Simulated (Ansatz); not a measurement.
Reactions of C$_{2}$H$_{6}$Cl$_{2}$Se$_{2}$Sn (`C[Se][Sn]([Cl])([Cl])[Se]C`).

Isolated molecules relaxed with PBE0-D4/def2-TZVP in Ansatz; ΔE leaves out vibrations. CCSD(T)/CBS is the MP2 limit (def2-TZVPP, def2-QZVPP) plus CCSD(T) − MP2 in def2-TZVPP, frozen cores. This one scheme is used for every species. DFT in def2-TZVPP. Elements past krypton have def2 core potentials. For As, Ge, Se, Sn outer-core shells are correlated without core-valence functions, which leaves a few kJ/mol of doubt a bond. Scalar relativity is left out up to krypton. One conformer a species, not always the lowest.

```
                                                                                 reaction  PBE-D4 (kcal/mol)  PBE0-D4 (kcal/mol)  CCSD(T)/CBS(def2) (kcal/mol)
          `C[Se][Sn]([Cl])([Cl])[Se]C` + `C[SeH]` → `C[Se][Se]C` + `C[Se][SnH]([Cl])[Cl]`               13.6                14.4                          16.2
`C[Se][Sn]([Cl])([Cl])[Se]C` + `[SiH3][SeH]` → `C[Se][Se][SiH3]` + `C[Se][SnH]([Cl])[Cl]`               15.2                15.8                          17.6
         `C[Se][Sn]([Cl])([Cl])[Se]C` + `[AsH3]` → `C[Se][AsH2]` + `C[Se][SnH]([Cl])[Cl]`               12.6                12.4                          14.2
                 `C[Se][Sn]([Cl])([Cl])[Se]C` + `BF` → `C[Se]BF` + `C[Se][SnH]([Cl])[Cl]`                1.2                 1.6                           3.7
           `C[Se][Sn]([Cl])([Cl])[Se]C` + `B1CO1` → `C[Se]B1CO1` + `C[Se][SnH]([Cl])[Cl]`                5.3                 5.1                           6.9
                   `C[Se][Sn]([Cl])([Cl])[Se]C` + PH₃ → `C[Se]P` + `C[Se][SnH]([Cl])[Cl]`               15.7                15.6                          17.4
                `C[Se][Sn]([Cl])([Cl])[Se]C` + CH₃OH → `C[Se]CO` + `C[Se][SnH]([Cl])[Cl]`               25.8                26.5                          27.8
                             `C[Se][Sn]([Cl])([Cl])[Se]C` → `[Cl][Sn][Cl]` + `C[Se][Se]C`               21.0                25.6                          28.5
 `C[Se][Sn]([Cl])([Cl])[Se]C` + `[Cl][GeH3]` → `C[Se][GeH2][Cl]` + `C[Se][SnH]([Cl])[Cl]`                5.5                 5.2                           6.4
                    `C[Se][Sn]([Cl])([Cl])[Se]C` + H₂ → `C[Se][SnH]([Cl])[Cl]` + `C[SeH]`               17.9                16.5                          18.0
```

Largest T1 diagnostic: 0.016, for `B1CO1`.
